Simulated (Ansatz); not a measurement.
Start from `C[SiH]1N=C1F` and change one atom or group to get `C[SiH]1C=N1`.

Ansatz, PBE0-D4/def2-TZVP geometries, multiplicity 1. 

```json
{"property": "HOMO energy (PBE/def2-TZVPP) / eV", "`C[SiH]1N=C1F`": "-5.94"}
{"property": "ideal-gas entropy at 298 K and 1 bar (rigid rotor, harmonic PBE0-D4/def2-TZVP) / J/(mol·K)", "`C[SiH]1N=C1F`": "323"}
{"property": "HOMO–LUMO gap (PBE/def2-TZVPP) / eV", "`C[SiH]1N=C1F`": "4.52"}
{"property": "HOMO–LUMO gap (PBE0/def2-TZVPP) / eV", "`C[SiH]1N=C1F`": "6.73"}
{"property": "HOMO energy (PBE0/def2-TZVPP) / eV", "`C[SiH]1N=C1F`": "-7.23"}
{"property": "LUMO energy (PBE0/def2-TZVPP) / eV", "`C[SiH]1N=C1F`": "-0.51"}
```

Q: What does the change do to each property? (Estimate.)

A: Ansatz gave: 
```
                                                                                  property  `C[SiH]1C=N1`  shift
                                                         HOMO energy (PBE/def2-TZVPP) / eV          -5.25   0.69
ideal-gas entropy at 298 K and 1 bar (rigid rotor, harmonic PBE0-D4/def2-TZVP) / J/(mol·K)            303    -20
                                                       HOMO–LUMO gap (PBE/def2-TZVPP) / eV           3.43  -1.09
                                                      HOMO–LUMO gap (PBE0/def2-TZVPP) / eV           5.81  -0.92
                                                        HOMO energy (PBE0/def2-TZVPP) / eV          -6.43   0.80
                                                        LUMO energy (PBE0/def2-TZVPP) / eV          -0.62  -0.11
```

With PBE0 the HOMO rises by 0.80 eV and the LUMO falls by 0.11 eV, so the gap narrows by about 0.91 eV. PBE moves the HOMO by 0.69 eV and ωB97M-V by 0.87 eV.
